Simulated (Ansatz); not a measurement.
Consider the ligand exchange at a B–C bond: `BC1=CC1` + `C[SiH](F)P` → `BP[SiH](C)F` + `C1=CC1`.

Gas-phase electronic energies from Ansatz, PBE0-D4/def2-TZVP geometries. CCSD(T)/CBS adds triple-zeta CCSD(T) − MP2 to the extrapolated MP2 energy (def2 sets, frozen cores). This one scheme is used for every species. Functionals use def2-TZVPP. One conformer a species, not always the lowest.

CCSD(T)/CBS gives +14.9 kJ/mol.

**Question.** Another level gave +22.6 kJ/mol. Which?
A. revPBE/def2-TZVPP
B. CAM-B3LYP/def2-TZVPP
C. MP2/def2-TZVPP
D. LDA (SPW92)/def2-TZVPP

**Answer.** C. MP2/def2-TZVPP 22.6, LDA (SPW92) 29.1, CAM-B3LYP 11.7, revPBE 16.3 kJ/mol.

Largest T1 diagnostic among the species: 0.015.

From PBE to PBE0 (25 % exact exchange), in def2-TZVPP and without D4, ΔE moves by −3.7 kJ/mol. In def2-TZVPP, CCSD(T) changes the Hartree–Fock value by +23.7 kJ/mol (the triples alone add +4.2 kJ/mol) and MP2 by +29.9 kJ/mol.
